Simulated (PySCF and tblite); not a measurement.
Values are calculated unless marked as measured or tabulated.
System: C₅H₁₀O₂, numbered as in [CH3:1][O:2][C@@H:3]1[CH2:4][CH2:5][O:6][CH2:7]1.

Geometries: GFN2-xTB; energies: PBE/pcSseg-1 + D3(BJ); zero-point and thermal terms from GFN2-xTB harmonic modes (soft modes blended into free rotors). Rate constants are transition-state-theory values, counting equivalent paths, without tunnelling. Run with tblite and PySCF.

Problem. How high is the barrier to the rotation about the C3–O2 bond (torsion C4–C3–O2–C1 from -171° to -306°, falling), through which structure does it pass, and what rate follows at 298 K?

Solution. The electronic barrier is 6.1 kcal/mol and ΔG‡(298 K) 6.5 kcal/mol, over a C1 saddle with an imaginary mode of 127i cm⁻¹ (GFN2-xTB). With 1 equivalent path, k is 1.2×10⁸ s⁻¹, a mean lifetime of the start of 8.5 ns against this motion. The end lies 2.1 kcal/mol above the start in free energy.
